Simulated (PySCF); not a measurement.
PySCF input file for Se(F)(NMe2) (C2H6FNSe), SMILES CN(C)[Se]F, TDA-PBE/def2-SVPD. The structure is a stationary point at ωB97X-D3(BJ)/def2-SVP. This is a generated structure with no PubChem entry under its InChIKey; it may be hypothetical. Other conformers were not sampled.

```python
import numpy as np
from pyscf import gto, scf, dft, tdscf

mol = gto.M(
    atom='''
    Se   -0.76601678   -0.41033078   -0.00000000
    F    -1.33189416    1.29382102    0.00000001
    N     0.99063217   -0.22145959    0.00000000
    C     1.66721341    0.18143168   -1.22608878
    C     1.66721341    0.18143166    1.22608877
    H     1.71273346    1.28149381   -1.32865396
    H     2.69801341   -0.21097916   -1.22425346
    H     1.13456911   -0.23056736   -2.09358245
    H     2.69801342   -0.21097917    1.22425345
    H     1.71273347    1.28149380    1.32865397
    H     1.13456911   -0.23056739    2.09358246
    ''',
    basis='def2-SVPD',
    charge=0,
    spin=0,
    symmetry=True,
    max_memory=1600,
    verbose=4,
)
mf = dft.RKS(mol, xc='pbe').density_fit(auxbasis='def2-universal-jkfit')
mf.grids.level = 3
mf.conv_tol = 1e-9
mf.max_cycle = 100
mf.kernel()
mf.grids = dft.Grids(mol).set(level=1).build(with_non0tab=True)  # coarser grid for the response kernel
td = tdscf.TDA(mf)
td.singlet = True
td.nstates = 10
td.conv_tol = 1e-4
td.positive_eig_threshold = 1e-6
td.kernel(x0=td.get_init_guess(mf, 15))
td.analyze()
tt = tdscf.TDA(mf)
tt.singlet = False
tt.nstates = 4
tt.conv_tol = 1e-4
tt.positive_eig_threshold = 1e-6
tt.kernel(x0=tt.get_init_guess(mf, 9))
tt.analyze(verbose=3)
```

Output:

```
PySCF version 2.14.0

[INPUT] verbose = 4
[INPUT] num. atoms = 11
[INPUT] num. electrons = 68
[INPUT] charge = 0
[INPUT] spin (= nelec alpha-beta = 2S) = 0
[INPUT] symmetry True subgroup None
[INPUT] Mole.unit = angstrom
[INPUT] Symbol           X                Y                Z      unit          X                Y                Z       unit  Magmom
[INPUT]  1 Se    -0.766016780000  -0.410330780000   0.000000000000 AA   -1.447561921021  -0.775412794679   0.000000000000 Bohr   0.0
[INPUT]  2 F     -1.331894160000   1.293821020000   0.000000010000 AA   -2.516915189308   2.444967382005   0.000000018897 Bohr   0.0
[INPUT]  3 N      0.990632170000  -0.221459590000   0.000000000000 AA    1.872023491484  -0.418497972758   0.000000000000 Bohr   0.0
[INPUT]  4 C      1.667213410000   0.181431680000  -1.226088780000 AA    3.150576736102   0.342856185520  -2.316971998602 Bohr   0.0
[INPUT]  5 C      1.667213410000   0.181431660000   1.226088770000 AA    3.150576736102   0.342856147725   2.316971979705 Bohr   0.0
[INPUT]  6 H      1.712733460000   1.281493810000  -1.328653960000 AA    3.236597163779   2.421672331225  -2.510792098719 Bohr   0.0
[INPUT]  7 H      2.698013410000  -0.210979160000  -1.224253460000 AA    5.098506425304  -0.398692830391  -2.313503746451 Bohr   0.0
[INPUT]  8 H      1.134569110000  -0.230567360000  -2.093582450000 AA    2.144024887292  -0.435709163664  -3.956297449696 Bohr   0.0
[INPUT]  9 H      2.698013420000  -0.210979170000   1.224253450000 AA    5.098506444201  -0.398692849288   2.313503727554 Bohr   0.0
[INPUT] 10 H      1.712733470000   1.281493800000   1.328653970000 AA    3.236597182676   2.421672312328   2.510792117616 Bohr   0.0
[INPUT] 11 H      1.134569110000  -0.230567390000   2.093582460000 AA    2.144024887292  -0.435709220356   3.956297468593 Bohr   0.0

nuclear repulsion = 384.538072199413
point group symmetry = Cs
symmetry origin: [3.61271165e-09 2.77900899e-09 1.11160360e-09]
symmetry axis x: [ 1.00000000e+00 -5.11849390e-10 -2.93102623e-09]
symmetry axis y: [-5.11849431e-10 -1.00000000e+00 -1.40881722e-08]
symmetry axis z: [-2.93102623e-09  1.40881720e-08 -1.00000000e+00]
num. orbitals of irrep A' = 102
num. orbitals of irrep A" = 70
number of shells = 72
number of NR pGTOs = 266
number of NR cGTOs = 172
basis = def2-SVPD
ecp = {}


[settings echo left out]
init E= -2634.23445042406
HOMO (A") = -0.235466388930813  LUMO (A') = -0.112056312656126  gap/eV = 3.35816
cycle= 1 E= -2634.7907724459  delta_E= -0.556  |g|= 0.632  |ddm|= 4.31
HOMO (A") = -0.136463303130598  LUMO (A') = -0.0438819220585493  gap/eV = 2.51927
cycle= 2 E= -2634.30176241856  delta_E= 0.489  |g|= 1.75  |ddm|= 1.72
HOMO (A") = -0.188026406396901  LUMO (A') = -0.0741437300093941  gap/eV = 3.09891
cycle= 3 E= -2634.84298959348  delta_E= -0.541  |g|= 0.325  |ddm|= 1.35
HOMO (A") = -0.187106974942767  LUMO (A') = -0.0737448634500573  gap/eV = 3.08474
cycle= 4 E= -2634.86181275777  delta_E= -0.0188  |g|= 0.16  |ddm|= 0.471
HOMO (A") = -0.193783572789295  LUMO (A') = -0.076950371951138  gap/eV = 3.17919
cycle= 5 E= -2634.86716595847  delta_E= -0.00535  |g|= 0.0634  |ddm|= 0.192
HOMO (A") = -0.194024927894612  LUMO (A') = -0.0778399326352677  gap/eV = 3.16155
cycle= 6 E= -2634.86799125271  delta_E= -0.000825  |g|= 0.0129  |ddm|= 0.0532
HOMO (A") = -0.193061320970119  LUMO (A') = -0.0770363145385531  gap/eV = 3.15720
cycle= 7 E= -2634.86803046842  delta_E= -3.92e-05  |g|= 0.00247  |ddm|= 0.0166
HOMO (A") = -0.193257632103435  LUMO (A') = -0.077245380879631  gap/eV = 3.15685
cycle= 8 E= -2634.86803187445  delta_E= -1.41e-06  |g|= 0.00066  |ddm|= 0.00354
HOMO (A") = -0.193205229097559  LUMO (A') = -0.0772070412043364  gap/eV = 3.15647
cycle= 9 E= -2634.86803198387  delta_E= -1.09e-07  |g|= 0.000141  |ddm|= 0.0011
HOMO (A") = -0.193219074407459  LUMO (A') = -0.0772177381535624  gap/eV = 3.15656
cycle= 10 E= -2634.86803198846  delta_E= -4.6e-09  |g|= 4.57e-05  |ddm|= 0.000197
HOMO (A") = -0.193215331781637  LUMO (A') = -0.0772139504081335  gap/eV = 3.15656
cycle= 11 E= -2634.86803198896  delta_E= -4.93e-10  |g|= 7.76e-06  |ddm|= 7.07e-05
HOMO (A") = -0.193216899762736  LUMO (A') = -0.0772150817088506  gap/eV = 3.15657
Extra cycle  E= -2634.86803198894  delta_E= 1.73e-11  |g|= 1.15e-05  |ddm|= 3.09e-05
converged SCF energy = -2634.86803198894
tot grids = 42944
Overwritten attributes  positive_eig_threshold  of <class 'pyscf.tdscf.rks.TDA'>


******** <class 'pyscf.tdscf.rks.TDA'> for <class 'pyscf.df.df_jk.DFSymAdaptedRKS'> ********
nstates = 10 singlet
deg_eia_thresh = 1.000e-03
wfnsym = None
conv_tol = 0.0001
eigh lindep = 1e-12
eigh level_shift = 0
eigh max_cycle = 100


Excitation energies (eV)
[3.53584384 4.97573063 5.09353323 5.15159244 5.92250077 6.1366163
 6.14078912 6.2188742  6.54504921 6.59333139]

** Singlet excitation energies and oscillator strengths **
Excited State   1:   A"      3.53584 eV    350.65 nm  f=0.0000
      34 -> 35       -0.70310
Excited State   2:   A"      4.97573 eV    249.18 nm  f=0.0018
      34 -> 36       -0.68940
Excited State   3:   A"      5.09353 eV    243.41 nm  f=0.0385
      34 -> 37        0.70242
Excited State   4:   A'      5.15159 eV    240.67 nm  f=0.0991
      32 -> 36        0.10619
      33 -> 35       -0.66355
      33 -> 36       -0.12795
Excited State   5:   A'      5.92250 eV    209.34 nm  f=0.0112
      33 -> 36        0.65369
      33 -> 37        0.12355
      34 -> 38       -0.20369
Excited State   6:   A'      6.13662 eV    202.04 nm  f=0.0100
      33 -> 36       -0.16422
      33 -> 37       -0.11271
      34 -> 38       -0.66262
Excited State   7:   A"      6.14079 eV    201.90 nm  f=0.0498
      34 -> 39        0.69866
Excited State   8:   A'      6.21887 eV    199.37 nm  f=0.0084
      33 -> 36       -0.13780
      33 -> 37        0.68582
Excited State   9:   A"      6.54505 eV    189.43 nm  f=0.0005
      34 -> 40        0.70362
Excited State  10:   A'      6.59333 eV    188.04 nm  f=0.0810
      34 -> 41       -0.70303

** Transition electric dipole moments (AU) **
state          X           Y           Z        Dip. S.      Osc.
  1        -0.0000     -0.0000     -0.0233      0.0005      0.0000
  2         0.0000      0.0000      0.1232      0.0152      0.0018
  3         0.0000      0.0000     -0.5557      0.3089      0.0385
  4        -0.8590     -0.2171      0.0000      0.7851      0.0991
  5        -0.2691     -0.0679     -0.0000      0.0770      0.0112
  6         0.2346     -0.1067     -0.0000      0.0664      0.0100
  7         0.0000      0.0000      0.5751      0.3308      0.0498
  8         0.1611     -0.1709      0.0000      0.0552      0.0084
  9         0.0000      0.0000     -0.0573      0.0033      0.0005
 10         0.6409      0.3008      0.0000      0.5013      0.0810

** Transition velocity dipole moments (imaginary part, AU) **
state          X           Y           Z        Dip. S.      Osc.
  1        -0.0000      0.0000      0.0493      0.0024      0.0125
  2        -0.0000     -0.0000     -0.0863      0.0074      0.0271
  3        -0.0000     -0.0000     -0.0814      0.0066      0.0236
  4        -0.0167     -0.0515      0.0000      0.0029      0.0103
  5        -0.0299      0.0006     -0.0000      0.0009      0.0027
  6        -0.0024     -0.0335     -0.0000      0.0011      0.0033
  7        -0.0000     -0.0000      0.0590      0.0035      0.0103
  8         0.0144     -0.0438     -0.0000      0.0021      0.0062
  9         0.0000     -0.0000      0.0079      0.0001      0.0002
 10         0.1298      0.0627     -0.0000      0.0208      0.0571

** Transition magnetic dipole moments (imaginary part, AU) **
state          X           Y           Z
  1        -0.8549     -0.5639      0.0000
  2         0.4666     -1.0562     -0.0000
  3        -0.2329      0.3499      0.0000
  4        -0.0000      0.0000      0.3970
  5        -0.0000      0.0000      0.2325
  6         0.0000      0.0000     -0.2825
  7         0.4775     -0.5733     -0.0000
  8        -0.0000     -0.0000      0.4390
  9        -0.0476      0.1020     -0.0000
 10        -0.0000     -0.0000     -0.1032


******** <class 'pyscf.tdscf.rks.TDA'> for <class 'pyscf.df.df_jk.DFSymAdaptedRKS'> ********
nstates = 4 triplet
deg_eia_thresh = 1.000e-03
wfnsym = None
conv_tol = 0.0001
eigh lindep = 1e-12
eigh level_shift = 0
eigh max_cycle = 100


Excitation energies (eV)
[2.77381424 3.91689131 4.1481553  5.01110488]

** Triplet excitation energies and oscillator strengths **
Excited State   1:   A"      2.77381 eV    446.98 nm  f=0.0000
Excited State   2:   A'      3.91689 eV    316.54 nm  f=0.0000
Excited State   3:   A"      4.14816 eV    298.89 nm  f=0.0000
Excited State   4:   A"      5.01110 eV    247.42 nm  f=0.0000
```

The run converged.

Cost: about 90 core-seconds (a rough figure).
